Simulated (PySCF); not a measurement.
C6H11O (SMILES CC(=O)[CH]C(C)C), doublet, at a GFN2-xTB geometry. Base run: BLYP/STO-3G in PySCF.

Here is a job for PySCF.
```python
from pyscf import gto, scf, dft

mol = gto.M(
    atom='''
C     2.60423176    0.33635891    0.05323428
C     1.10189395    0.38857199   -0.14924436
O     0.58136651    1.27535649   -0.82533839
C     0.36960332   -0.65328583    0.49653966
C    -1.10381958   -0.78926990    0.42853014
C    -1.78452478    0.45912274    1.01658283
C    -1.55824848   -0.96881142   -1.03054797
H     2.83987765    0.40174858    1.11345036
H     2.99914451   -0.60331730   -0.32744334
H     3.07334498    1.16352505   -0.47188584
H     0.93211658   -1.37918821    1.06505449
H    -1.41296575   -1.66713180    1.00669375
H    -1.48777751    1.33678686    0.45043251
H    -1.49715983    0.59434608    2.05687647
H    -2.86445073    0.34676741    0.96240903
H    -2.64011804   -1.06890145   -1.06713784
H    -1.25954747   -0.10347659   -1.61437395
H    -1.10821358   -1.86012945   -1.46193595
''',
    basis='sto-3g',
    spin=1,
    verbose=4,
)

mf = dft.UKS(mol)
mf.xc = 'blyp'
mf.kernel()
```

Each row names what was changed in the base input (with any setting that the change needs).

| change | E (Eh) | HOMO (eV) | dipole (D) | <S^2> | core-seconds (rough) | outcome |
|---|---|---|---|---|---|---|
| base | -306.34680 | -1.75 | 1.65 | 0.761 | 6 | converged |
| functional = wb97m_v | - | - | - | - | - | cut at the time limit |
| functional = pw6b95 | -306.95354 | -4.03 | 1.74 | 0.779 | 9 | converged |
| functional = b3lyp; dispersion = d3bjm | -306.57731 | -3.47 | 1.71 | 0.778 | 7 | converged |
| functional = blyp; dispersion = d3zero | -306.36363 | -1.75 | 1.65 | 0.761 | 6 | converged |
| functional = wb97x | -306.52750 | -6.21 | 1.73 | 0.791 | 10 | converged |
| functional = b97m_v | - | - | - | - | - | cut at the time limit |
| functional = m062x | -306.53454 | -5.43 | 1.76 | 0.784 | 10 | converged |
| functional = r2scan | -306.40832 | -2.25 | 1.73 | 0.778 | 10 | converged |
| functional = m06l | -306.45659 | -2.05 | 1.78 | 0.769 | 9 | converged |
| functional = lda,vwn | -303.77410 | -1.60 | 1.78 | 0.756 | 4 | converged |
| functional = lc_wpbe | -306.38180 | -6.57 | 1.74 | 0.795 | 20 | converged |
| functional = tpss | -306.66080 | -2.08 | 1.63 | 0.766 | 10 | converged |

Total energies compare only within one method and basis.

Open shells are given as the SCF converged; they aren't shown to be the lowest states, and a large step between rows can be another state.
